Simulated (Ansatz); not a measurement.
Input and output for C2H10InNSi (`C[NH][In]([CH3])[SiH3]`).

```yaml
crystal:
  periodic: [false, false, false]
  atoms:
    - {symbol: C, position_ang: [-0.985644, -1.424068, 1.477465]}
    - {symbol: N, position_ang: [-0.075598, -1.703155, 0.450819]}
    - {symbol: In, position_ang: [0.481352, 0.479855, -0.558471]}
    - {symbol: C, position_ang: [1.849395, 0.152651, -2.100121]}
    - {symbol: Si, position_ang: [-1.255534, 2.138445, 0.373921]}
    - {symbol: H, position_ang: [-0.153872, -1.961456, 2.290856]}
    - {symbol: H, position_ang: [-1.602703, -0.849294, 1.478270]}
    - {symbol: H, position_ang: [-1.773908, -2.605613, 1.116524]}
    - {symbol: H, position_ang: [0.584896, -2.456832, 0.521706]}
    - {symbol: H, position_ang: [2.829809, 1.010280, -1.624839]}
    - {symbol: H, position_ang: [2.124975, -0.704530, -1.876630]}
    - {symbol: H, position_ang: [1.702432, 0.512846, -2.885565]}
    - {symbol: H, position_ang: [-2.048550, 2.407532, -0.815709]}
    - {symbol: H, position_ang: [-0.263738, 3.401547, 0.666756]}
    - {symbol: H, position_ang: [-2.094170, 1.783738, 1.351468]}
basis:
  gaussian: {orbitals: def2-TZVP, point_charges: [{charge: -1.00, position_ang: [5.387, 0.705, -0.658]}]}
hamiltonian: {xc: {name: RPBE}}
accuracy: high
output: {forces: true}
```

```sh
$ ansatz run in.yaml --threads 4 --pin off --events-out ev --progress --plain --max-ram 10444MiB
```

Output, abridged:

```
Functional definition: RPBE
4701 factors; integrals over basis functions are off by at most 6.0e-8 eV
mean field evaluation 1: about -16741.2570 eV, gradient 1.2e2 eV
mean field evaluation 2: about -16536.2410 eV, gradient 2.5e2 eV
mean field evaluation 4: about -16753.0805 eV, gradient 8.1e1 eV
mean field evaluation 8: about -16773.0249 eV, gradient 1.2e0 eV
mean field evaluation 16: about -16773.0182 eV, gradient 9.7e-4 eV
mean field -16773.01819661 eV, -616.3970495654 hartree, gradient 1.2e-8 eV, S^2 0.000000; 0 other end points of the search recorded, 0 dependent functions left out
reference -16773.01820320 eV, -616.3970498076 hartree; 32, 32 occupied and 208, 208 virtual orbitals, 4701 factors
Total energy: -16773.01820320 eV, -616.3970498076 hartree
Atom 0 at    -0.985644    -1.424068     1.477465 Å, force    14.635300   -20.927957     0.959712 eV/Å
Atom 1 at    -0.075598    -1.703155     0.450819 Å, force     0.776268     5.068692    -4.540594 eV/Å
Atom 2 at     0.481352     0.479855    -0.558471 Å, force    -0.814106    -1.872266     1.095217 eV/Å
Atom 3 at     1.849395     0.152651    -2.100121 Å, force     2.954295     5.868475    12.016890 eV/Å
Atom 4 at    -1.255534     2.138445     0.373921 Å, force     4.101897     1.832711    -2.371191 eV/Å
Atom 5 at    -0.153872    -1.961456     2.290856 Å, force    -3.756068     2.298960     0.252202 eV/Å
Atom 6 at    -1.602703    -0.849294     1.478270 Å, force   -12.206323    13.038837     0.423614 eV/Å
Atom 7 at    -1.773908    -2.605613     1.116524 Å, force     0.368197     2.293206     1.922661 eV/Å
Atom 8 at     0.584896    -2.456832     0.521706 Å, force     0.222676    -0.120076     0.605146 eV/Å
Atom 9 at     2.829809     1.010280    -1.624839 Å, force    -2.278335    -2.718409    -1.139092 eV/Å
Atom 10 at     2.124975    -0.704530    -1.876630 Å, force     3.046596    -8.275386     1.166073 eV/Å
Atom 11 at     1.702432     0.512846    -2.885565 Å, force    -2.548302     4.870427   -12.680151 eV/Å
Atom 12 at    -2.048550     2.407532    -0.815709 Å, force    -0.585986     0.465330    -0.634708 eV/Å
Atom 13 at    -0.263738     3.401547     0.666756 Å, force    -1.322100    -1.027082    -0.076727 eV/Å
Atom 14 at    -2.094170     1.783738     1.351468 Å, force    -2.302082    -0.851253     3.054909 eV/Å
Dipole moment:     0.955484     0.446134    -0.292668 e Å
```

It took 17 s on 4 threads of an Intel Xeon Platinum 8488C on a shared host, with 1.6 GiB of host memory at the peak.
